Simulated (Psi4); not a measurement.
C₃H₇, doublet, at a GFN2-xTB geometry; MP2/def2-SVP run with Psi4.

Input for Psi4:
```
memory 2 GB

molecule mol {
0 2
  C     1.274992    0.320263    0.118606
  C     0.099091   -0.448930   -0.322039
  C    -1.217253    0.123934    0.189649
  H     2.261869   -0.004125   -0.148030
  H     1.164059    1.216803    0.694388
  H     0.073189   -0.493377   -1.422404
  H     0.195780   -1.495648    0.003741
  H    -1.229333    0.132314    1.277163
  H    -2.057554   -0.472014   -0.159490
  H    -1.348993    1.144447   -0.162661
}

set basis def2-svp
set reference uhf
set freeze_core true

energy('mp2')
print_variables()
```

It wrote (shortened):

```
    SCF Algorithm Type (re)set to DF.

   => Loading Basis Set <=

    Name: DEF2-SVP
    Role: ORBITAL
    Keyword: BASIS

         ---------------------------------------------------------
                                   SCF
               by Justin Turney, Rob Parrish, Andy Simmonett
                          and Daniel G. A. Smith
                              UHF Reference
         ---------------------------------------------------------

  ==> Geometry <==

    Molecular point group: c1
    Full point group: C1

    Geometry (in Angstrom), charge = 0, multiplicity = 2:

       Center              X                  Y                   Z               Mass
    ------------   -----------------  -----------------  -----------------  -----------------
         C            1.253307674096     0.320917370367     0.120511800568    12.000000000000
         C            0.077406674096    -0.448275629633    -0.320133199432    12.000000000000
         C           -1.238937325904     0.124588370367     0.191554800568    12.000000000000
         H            2.240184674096    -0.003470629633    -0.146124199432     1.007825032230
         H            1.142374674096     1.217457370367     0.696293800568     1.007825032230
         H            0.051504674096    -0.492722629633    -1.420498199432     1.007825032230
         H            0.174095674096    -1.494993629633     0.005646800568     1.007825032230
         H           -1.251017325904     0.132968370367     1.279068800568     1.007825032230
         H           -2.079238325904    -0.471359629633    -0.157584199432     1.007825032230
         H           -1.370677325904     1.145101370367    -0.160755199432     1.007825032230

  Running in c1 symmetry.

  Rotational constants: A =      1.10813  B =      0.30679  C =      0.26364 [cm^-1]
  Rotational constants: A =  33221.01676  B =   9197.40025  C =   7903.87314 [MHz]
  Nuclear repulsion =   76.431764526087207

  Charge       = 0
  Multiplicity = 2
  Electrons    = 25
  Nalpha       = 13
  Nbeta        = 12

  ==> Algorithm <==

  SCF Algorithm Type is DF.
  DIIS enabled.
  MOM disabled.
  Fractional occupation disabled.
  Guess Type is SAD.
  Energy threshold   = 1.00e-08
  Density threshold  = 1.00e-08
  Integral threshold = 1.00e-12

  ==> Primary Basis <==

  Basis Set: DEF2-SVP
    Blend: DEF2-SVP
    Number of shells: 39
    Number of basis functions: 77
    Number of Cartesian functions: 80
    Spherical Harmonics?: true
    Max angular momentum: 2

   => Loading Basis Set <=

    Name: (DEF2-SVP AUX)
    Role: JKFIT
    Keyword: DF_BASIS_SCF

  ==> Integral Setup <==

  SCF_SUBTYPE=INCORE selected. In-core MEM_DF algorithm will be used.
  Using in-core AOs.

  ==> MemDFJK: Density-Fitted J/K Matrices <==

    J tasked:                   Yes
    K tasked:                   Yes
    wK tasked:                   No
    Algorithm:                 Core
    Schwarz Cutoff:           1E-12
    Mask sparsity (%):       0.1349
    Fitting Condition:        1E-10

   => Auxiliary Basis Set <=

  Basis Set: (DEF2-SVP AUX)
    Blend: DEF2-UNIVERSAL-JKFIT
    Number of shells: 117
    Number of basis functions: 351
    Number of Cartesian functions: 407
    Spherical Harmonics?: true
    Max angular momentum: 4

  Minimum eigenvalue in the overlap matrix is 2.7825271287E-03.
  Reciprocal condition number of the overlap matrix is 4.5192149949E-04.
    Using symmetric orthogonalization.

  ==> Pre-Iterations <==

  SCF Guess: Superposition of Atomic Densities via on-the-fly atomic UHF (no occupation information).

   -------------------------
    Irrep   Nso     Nmo
   -------------------------
     A         77      77
   -------------------------
    Total      77      77
   -------------------------

  ==> Iterations <==

                           Total Energy        Delta E     RMS |[F,P]|

   @DF-UHF iter SAD:  -116.89300864219598   -1.16893e+02   0.00000e+00
   @DF-UHF iter   1:  -117.44043722852352   -5.47429e-01   4.85704e-03 DIIS/ADIIS
   @DF-UHF iter   2:  -117.53173417978147   -9.12970e-02   2.01670e-03 DIIS/ADIIS
   @DF-UHF iter   3:  -117.54647182995745   -1.47377e-02   5.45017e-04 DIIS/ADIIS
   @DF-UHF iter   4:  -117.54886606709232   -2.39424e-03   1.51797e-04 DIIS/ADIIS
   @DF-UHF iter   5:  -117.54904397445981   -1.77907e-04   7.52394e-05 DIIS
   @DF-UHF iter   6:  -117.54909493232904   -5.09579e-05   2.90204e-05 DIIS
   @DF-UHF iter   7:  -117.54910455395336   -9.62162e-06   9.52563e-06 DIIS
   @DF-UHF iter   8:  -117.54910563541765   -1.08146e-06   3.32907e-06 DIIS
   @DF-UHF iter   9:  -117.54910575456245   -1.19145e-07   1.27630e-06 DIIS
   @DF-UHF iter  10:  -117.54910576899434   -1.44319e-08   5.61122e-07 DIIS
   @DF-UHF iter  11:  -117.54910577247924   -3.48490e-09   2.61498e-07 DIIS
   @DF-UHF iter  12:  -117.54910577343273   -9.53492e-10   9.28098e-08 DIIS
   @DF-UHF iter  13:  -117.54910577355543   -1.22697e-10   2.29909e-08 DIIS
   @DF-UHF iter  14:  -117.54910577356119   -5.76961e-12   8.43760e-09 DIIS
  Energy and wave function converged.

  ==> Post-Iterations <==

   @Spin Contamination Metric:   1.220195464E-02
   @S^2 Expected:                7.500000000E-01
   @S^2 Observed:                7.622019546E-01
   @S   Expected:                5.000000000E-01
   @S   Observed:                5.000000000E-01

    Orbital Energies [Eh]
    ---------------------

    Alpha Occupied:

[...]
      13A     -0.346544

    Alpha Virtual:

[...]
      77A      3.476680

    Beta Occupied:

[...]
    Beta Virtual:

[...]
    Final Occupation by Irrep:
              A
    DOCC [    12 ]
    SOCC [     1 ]
    NA   [    13 ]
    NB   [    12 ]

  @DF-UHF Final Energy:  -117.54910577356119

   => Energetics <=

    Nuclear Repulsion Energy =             76.4317645260872069
    One-Electron Energy =                -308.3060313396342167
    Two-Electron Energy =                 114.3251610399858293
    Total Energy =                       -117.5491057735611946

  UHF NO Occupations:
  HONO-2 :   11  A 1.9991032
  HONO-1 :   12  A 1.9963703
  HONO-0 :   13  A 1.0000000
  LUNO+0 :   14  A 0.0036297
  LUNO+1 :   15  A 0.0008968
  LUNO+2 :   16  A 0.0007843
  LUNO+3 :   17  A 0.0006643

Computation Completed

Properties will be evaluated at   0.000000,   0.000000,   0.000000 [a0]

Properties computed using the SCF density matrix

 Multipole Moments:

 ------------------------------------------------------------------------------------
     Multipole            Electronic (a.u.)      Nuclear  (a.u.)        Total (a.u.)
 ------------------------------------------------------------------------------------

 L = 1.  Multiply by 2.5417464519 to convert [e a0] to [Debye]
 Dipole X            :          0.9868342           -1.0244416           -0.0376074
 Dipole Y            :         -0.0654891            0.0309183           -0.0345708
 Dipole Z            :         -0.1161616            0.0900417           -0.0261199
 Magnitude           :                                                    0.0573734

 ------------------------------------------------------------------------------------

  //>>>>>>>>>>>>>>>>>>>>>>>>>>>>>>>>>>>//
  //               DFMP2               //
  //<<<<<<<<<<<<<<<<<<<<<<<<<<<<<<<<<<<//

   => Loading Basis Set <=

    Name: (DEF2-SVP AUX)
    Role: RIFIT
    Keyword: DF_BASIS_MP2

	 --------------------------------------------------------
	                          DF-MP2
	      2nd-Order Density-Fitted Moller-Plesset Theory

	        Rob Parrish, Justin Turney, Andy Simmonett,
	           Ed Hohenstein, and C. David Sherrill
	 --------------------------------------------------------

	 --------------------------------------------------------
	                 NBF =    77, NAUX =   242
	 --------------------------------------------------------
	   CLASS    FOCC     OCC    AOCC    AVIR     VIR    FVIR
	   ALPHA       3      13      10      64      64       0
	    BETA       3      12       9      65      65       0
	 --------------------------------------------------------

	-----------------------------------------------------------
	 ==================> DF-MP2 Energies <====================
	-----------------------------------------------------------
	 Reference Energy          =    -117.5491057735611946 [Eh]
	 Singles Energy            =      -0.0000000000000000 [Eh]
	 Same-Spin Energy          =      -0.0888208897945780 [Eh]
	 Opposite-Spin Energy      =      -0.3203972444785044 [Eh]
	 Correlation Energy        =      -0.4092181342730825 [Eh]
	 Total Energy              =    -117.9583239078342700 [Eh]
	-----------------------------------------------------------
	 ================> DF-SCS-MP2 Energies <==================
	-----------------------------------------------------------
	 SCS Same-Spin Scale       =       0.3333333333333333 [-]
	 SCS Opposite-Spin Scale   =       1.2000000000000000 [-]
	 SCS Same-Spin Energy      =      -0.0296069632648593 [Eh]
	 SCS Opposite-Spin Energy  =      -0.3844766933742053 [Eh]
	 SCS Correlation Energy    =      -0.4140836566390647 [Eh]
	 SCS Total Energy          =    -117.9631894302002593 [Eh]
	-----------------------------------------------------------

  Variable Map:
  ----------------------------------------------------------------------------
[...]
  Array Variable Map:
  ----------------------------------------------------------------------------
[...]
[...]
```
